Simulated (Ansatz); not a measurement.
All numbers were calculated with Ansatz.

Basis-set series for CH$_{4}$BrInO (`O[CH2][InH][Br]`). Charge 0, multiplicity 1. In takes the def2 core potential. All single points use the PBE0-D4/def2-TZVP geometry. It is one conformer, not always the lowest.

```
functional       basis  functions  energy (Eh)  HOMO (eV)  LUMO (eV)
   PBE0-D4  def2-TZVPP        216  -2879.68250      -7.26      -1.88
   PBE0-D4  def2-QZVPP        405  -2879.74334      -7.29      -1.89
   ωB97M-V  def2-TZVPP        216  -2879.85974      -9.43      -0.39
   ωB97M-V  def2-QZVPP        405  -2879.91865      -9.46      -0.43
```

Task: Give the rows for def2-SVP. (Estimate.)

Result: The calculation gave: 
```csv
functional,basis,functions,energy (Eh),HOMO (eV),LUMO (eV)
PBE0-D4,def2-SVP,106,-2879.22170,-7.09,-1.80
ωB97M-V,def2-SVP,106,-2879.39534,-9.24,-0.23
```

Scalar relativity is left out up to krypton.
